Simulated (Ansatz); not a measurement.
A nudged elastic band was laid between two geometries of C2H3Ge (6 atoms, charge 0, multiplicity 2).

These are results of UKS B3LYP/def2-SVP (Ansatz 0.2.0), not measurements.

- movable images: 5
- climbing image: yes
- spring: 5.0 eV/Å²
- optimiser: quadratic models (default)
- start path: through a guess of the saddle point
- force threshold: 0.03 eV/Å
- iteration limit: 60
- end points: relaxed

First end point:

```xyz
6
Properties=species:S:1:pos:R:3
C -0.617 -1.672 -0.138
C -0.118 -0.563 -0.028
Ge 0.822 1.071 0.188
H -1.073 -2.640 -0.239
H 0.849 1.841 -1.153
H 0.179 1.899 1.324
```

Last end point:

```xyz
6
Properties=species:S:1:pos:R:3
C -0.614 -1.673 -0.138
C -0.261 -0.506 -0.069
Ge 0.108 1.354 -0.012
H -0.906 -2.706 -0.192
H 1.192 1.705 -1.056
H 0.523 1.762 1.420
```

Which bonds break or form, and what moves?

No bond is made or broken. The height of Ge3 over the plane of its neighbours goes from 0.52 to -0.52 Å. The two ends are copies of one structure, up to a mirror image or an exchange of like atoms.

What energy profile does the band end with?

The run converged. The highest image is number 3 of 0 to 6, 5.9 kcal/mol above the ends, which have the same energy within 2 meV. A vibrational analysis at the climbing image gives one clearly imaginary mode, 593i cm⁻¹: a first-order saddle point.

| image | path coordinate (Å) | energy (kcal/mol) | height of Ge3 over the plane of its neighbours (Å) |
| --- | --- | --- | --- |
| 0 | 0.00 | 0.0 | 0.52 |
| 1 | 0.19 | 0.6 | 0.42 |
| 2 | 0.38 | 3.7 | 0.22 |
| 3 | 0.57 | 5.9 | 0.00 |
| 4 | 0.76 | 3.7 | -0.22 |
| 5 | 0.95 | 0.6 | -0.42 |
| 6 | 1.14 | 0.0 | -0.52 |

What is the geometry of the highest image?


```xyz
6
Properties=species:S:1:pos:R:3:forces:R:3
C -0.625 -1.701 -0.140 -0.01 0.00 0.00
C -0.196 -0.560 -0.051 0.00 0.00 0.00
Ge 0.452 1.176 0.085 0.00 0.00 0.00
H -1.004 -2.704 -0.217 0.01 0.00 0.00
H 1.055 1.835 -1.145 0.00 0.00 0.00
H 0.361 1.890 1.423 0.00 0.00 0.00
```

What are the harmonic wavenumbers there?

593i, 235, 290, 550, 590, 635, 748, 832, 2070, 2214, 2236, 3453 cm⁻¹.

Time of the run: 70 s on 2 threads of Arm Neoverse V1 (shared host), peak memory 0.25 GiB.
